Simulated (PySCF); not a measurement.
(E)-1-bromo-1-chloroprop-1-ene (C3H4BrCl), SMILES C/C=C(\Cl)Br. Atoms are numbered in the order given.

```xyz
9

C     -1.0944    -2.7007     0.0000
C     -1.1259    -1.2051     0.0000
C     -0.0571    -0.3963     0.0000
Cl     1.5841    -0.9658     0.0000
Br    -0.2245     1.4920     0.0000
H     -1.6188    -3.0955    -0.8866
H     -0.0652    -3.0827     0.0000
H     -1.6188    -3.0955     0.8866
H     -2.1032    -0.7134     0.0000
```
Charge 0, spin multiplicity 1.

The structure is a stationary point at TPSSh-D3(BJ)/def2-SVP.

Two levels are set side by side: PBE/pcSseg-1 (PySCF) and KT2/pcSseg-1 (PySCF). GIAO shifts against HCl (³⁵Cl), TMS (¹H), TMS (¹³C) at the same level; non-relativistic, no solvent, atoms listed together averaged. Without spin–orbit terms, shifts of atoms bonded to Cl or Br come out too high at both levels. Differences are taken from unrounded values.

```tsv
quantity	KT2
δ(¹³C) of C1 (ppm)	21.6
δ(¹³C) of C2 (ppm)	131.6
δ(¹³C) of C3 (ppm)	134.5
δ(³⁵Cl) of Cl4 (ppm)	336.1
δ(¹H) of H9 (ppm)	6.15
```

Q: What does PBE give, and how far is it from KT2? (The exact figures need the calculation; the answer reports its results.)

A: 
```
quantity                PBE  PBE minus KT2
--------------------  -----  -------------
δ(¹³C) of C1 (ppm)     21.9            0.3
δ(¹³C) of C2 (ppm)    137.9            6.3
δ(¹³C) of C3 (ppm)    143.7            9.1
δ(³⁵Cl) of Cl4 (ppm)  346.9           10.8
δ(¹H) of H9 (ppm)      6.28           0.13
```

Rough cost on one machine, each run with all the roots and properties that it gave: KT2 against PBE within a factor of 2.
